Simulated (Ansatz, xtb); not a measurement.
## CH5AlOTe: where a starting geometry ends

The starting geometry of this gas-phase singlet was built from a drawn formula by distance geometry and a force field; its bonds are those of `[AlH2][CH2]O[TeH]`.

```xyz
9

C    -0.9772    1.3581    0.9277
Al    0.5025    0.6207    1.9596
O    -0.5319    1.8466   -0.3019
Te   -2.0946    2.6232   -1.3665
H     0.2525    0.0191    3.3888
H     1.9907    0.6144    1.3479
H    -1.3748    2.2185    1.4954
H    -1.7541    0.5658    0.7786
H    -1.8023    4.1475   -0.6385
```

Q: Predict what it relaxes into with r2SCAN-D4/def2-SVP.

A: It keeps its bonds, and is `[AlH2][CH2]O[TeH]`.

The energy falls by 0.20 eV over 12 steps:

```csv
step,E − E(last) (eV)
1,0.204
2,0.035
3,0.009
5,0.004
6,0.004
7,0.000
8,0.000
10,0.000
11,0.000
12,0.000
```

Final geometry (Å):

```yaml
atoms:
  - { symbol: C, position_ang: [-1.0017, 1.3764, 0.9902] }
  - { symbol: Al, position_ang: [0.5562, 0.5926, 1.9350] }
  - { symbol: O, position_ang: [-0.5150, 1.8775, -0.2429] }
  - { symbol: Te, position_ang: [-1.8534, 2.6995, -1.5405] }
  - { symbol: H, position_ang: [0.3101, 0.0268, 3.4040] }
  - { symbol: H, position_ang: [1.9879, 0.5219, 1.2574] }
  - { symbol: H, position_ang: [-1.4719, 2.1670, 1.6189] }
  - { symbol: H, position_ang: [-1.8002, 0.6105, 0.8642] }
  - { symbol: H, position_ang: [-2.0012, 4.1416, -0.6951] }
```

From the same start GFN2-xTB ends elsewhere, at `[TeH][O+]1[CH2][AlH2-]1`.

No frequencies were run, so the end isn't proven a minimum. Atoms past krypton carry core potentials, without spin–orbit terms. Run with Ansatz 0.2.0, 23 s on 2 threads of Intel(R) Xeon(R) 6975P-C (Granite Rapids), on a shared host.
